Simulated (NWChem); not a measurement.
Molecule: SbH3O; SMILES [OH][SbH2]

```xyz
5

Sb     0.0302     0.2352    -0.0424
H     -0.5223     0.5143    -1.6482
H     -1.5840     0.3583     0.5410
O     -0.0007    -1.7612    -0.1990
H      0.8222    -2.0975     0.1745
```
Atoms are numbered in this order, from 1.

Results from NWChem. The geometry was optimised at PBE0/def2-SVP. def2 effective core potentials on Sb; no spin-orbit coupling. Level: PBE0/def2-SVPD; rows give the wavelength of the field.

```csv
field,isotropic polarisability (bohr³),anisotropy (bohr³)
static,48.9,5.5
1065 nm,49.7,5.6
589 nm,___,___
```

Task: Some entries are withheld; supply them.

Result: 
- 589 nm, isotropic polarisability (bohr³): 51.4
- 589 nm, anisotropy (bohr³): 6.0
